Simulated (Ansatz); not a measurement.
The cluster Rh₅⁺, relaxed as a singlet with RKS r2SCAN-D4/def2-SVP in Ansatz, starting from the GFN1-xTB geometry. Force threshold 0.02 eV/Å.

In the def2 sets Rh takes a core potential; there is no spin–orbit coupling. The relaxation made no stability test and no search for a lower SCF solution. No other spin state of charge 1 was run. The structure comes from a short search, and lower isomers may exist.

Start:

```
atom   x (Å)   y (Å)   z (Å)
 Rh1  -1.112   1.003   0.856
 Rh2   1.147   0.303   1.283
 Rh3   1.339  -0.422  -1.002
 Rh4  -0.522  -1.330   0.332
 Rh5  -0.852   0.446  -1.469
```

Task: Estimate the energy that the relaxation releases and the steps that it takes.

Result: 0.06 eV, in 4 steps; 29 s on 4 threads of Arm Neoverse V1 on a shared host. No frequencies were taken in this run, so the end may be a saddle point.

Task: Does the start keep its bonding?

Result: By distances, no bond broke or formed. The bond that changes most is Rh4–Rh5, from 2.55 to 2.46 Å (atoms count from 1). The end is the same structure that another start reached, the lowest one found.

Task: Predict the relaxed structure.

Result: 
```xyz
5

Rh   -1.103    1.038    0.855
Rh    1.131    0.255    1.297
Rh    1.360   -0.393   -1.011
Rh   -0.512   -1.287    0.312
Rh   -0.875    0.388   -1.453
```
Bond lengths (bridged metal pairs left out): 10 × Rh–Rh 2.41 to 3.41 Å.
